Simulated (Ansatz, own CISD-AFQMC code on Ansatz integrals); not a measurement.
CH6OSi, SMILES `CO[SiH3]` (charge 0, multiplicity 1).

Z-matrix (Å, degrees):
```
O
C 1 1.4184
H 2 1.0897 1 108.05
H 2 1.0949 3 108.64 1 120.94
H 2 1.0949 3 108.64 4 118.12
Si 1 1.6454 2 123.33 3 -180.00
H 6 1.4759 1 106.48 2 180.00
H 6 1.4857 7 110.39 1 -120.45
H 6 1.4857 7 110.39 8 -119.10
```
Charge 0, multiplicity 1.

Frozen-core correlation energies in cc-pVDZ at a geometry from B3LYP-D3(BJ)/def2-TZVP, on an HF energy of -405.17374 Ha (<S^2> = 0.00). Wave-function levels are from Ansatz, the walk from an own CISD-AFQMC code on Ansatz integrals (time step 0.005/Ha, trial state from CCSD amplitudes, largest double 0.02).

```csv
level,correlation energy (mHa)
MP2,-434.1
CCSD,-477.2
CCSD(T),-488.2
```

Q: What correlation energy does phaseless AFQMC give, and where does it lie among these levels?

A: -489.6 ± 0.4 mHa (one standard error). AFQMC minus each level: MP2 -55.6 mHa, CCSD -12.4 mHa, CCSD(T) -1.4 mHa.
